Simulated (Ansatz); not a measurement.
P₃Se. Charge 0, multiplicity 2. Geometry PBE-D4/def2-SVP; atoms count from 1.

Cartesian coordinates in Å:
```
P 0.484 0.291 1.397
P -0.654 -0.327 -1.317
P -1.086 1.132 0.198
Se 1.256 -1.096 -0.277
```

Another isomer (doublet) lies 0.44 eV lower at PBE0-D4/def2-TZVP; other spin states weren't run for this one.

Estimate the Mulliken populations from the PBE0/def2-TZVP orbitals of Ansatz.


| atom | charge (e) | spin (α − β) |
| --- | --- | --- |
| P1 | 0.08 | 0.65 |
| P2 | 0.08 | 0.65 |
| P3 | -0.07 | -0.28 |
| Se4 | -0.09 | -0.02 |
Mulliken values depend strongly on the basis.

Where does the spin sit?

Summed by element: P 1.02, Se -0.02, of 1 unpaired in all. Largest on single atoms: P1 0.65, P2 0.65, P3 -0.28.

And the Mayer bond orders between heavy atoms (over 0.3)?

P1–P3 1.41 (2.15 Å); P1–Se4 1.13 (2.31 Å); P2–P3 1.41 (2.15 Å); P2–Se4 1.13 (2.31 Å).
